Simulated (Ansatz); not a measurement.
C2H7Al, singlet, at a GFN2-xTB geometry of the parent state (such geometries of metal compounds can be far from the true shape); B3LYP/6-31G** (Ansatz, an electronic-structure program).

Ansatz was given this input:
Ansatz 0.2 input:
```yaml
crystal:
  periodic: [false, false, false]
  atoms:
    - {symbol: Al, position_ang: [0.72979096, -0.11447531, -0.08457774]}
    - {symbol: C, position_ang: [-0.72047631, -1.52848099, 0.40299154]}
    - {symbol: H, position_ang: [-0.32993588, -2.55612122, 0.33806958]}
    - {symbol: H, position_ang: [-1.60409967, -1.51079989, -0.25270682]}
    - {symbol: H, position_ang: [-1.11329866, -1.43071967, 1.42773765]}
    - {symbol: C, position_ang: [-0.27281966, 1.71143823, -0.11954513]}
    - {symbol: H, position_ang: [0.37240532, 2.52707988, -0.48175300]}
    - {symbol: H, position_ang: [-0.63344015, 2.04226083, 0.86761268]}
    - {symbol: H, position_ang: [-1.15679819, 1.72654885, -0.77482892]}
    - {symbol: H, position_ang: [0.93766048, -0.40781324, -1.72529904]}
basis:
  gaussian:
    orbitals: 6-31G__.json
hamiltonian:
  xc: b3lyp
```
The basis file holds 6-31G** in the JSON format of the Basis Set Exchange.

Output, abridged:

```
Functional definition: B3LYP
927 factors; their error is unknown
mean field evaluation 1: about -8773.7769 eV, gradient 6.4e1 eV
mean field evaluation 2: about -8758.2129 eV, gradient 9.0e1 eV
mean field evaluation 4: about -8784.1653 eV, gradient 1.7e0 eV
mean field evaluation 8: about -8784.1741 eV, gradient 5.4e-2 eV
mean field evaluation 16: about -8784.2128 eV, gradient 4.9e-5 eV
mean field -8784.21283867 eV, -322.8138676677 hartree, gradient 3.0e-5 eV, S^2 0.000000; 0 other end points of the search recorded, 0 dependent functions left out
reference -8784.21308006 eV, -322.8138765389 hartree; 16, 16 occupied and 68, 68 virtual orbitals, 927 factors
Total energy: -8784.21308006 eV, -322.8138765389 hartree
```
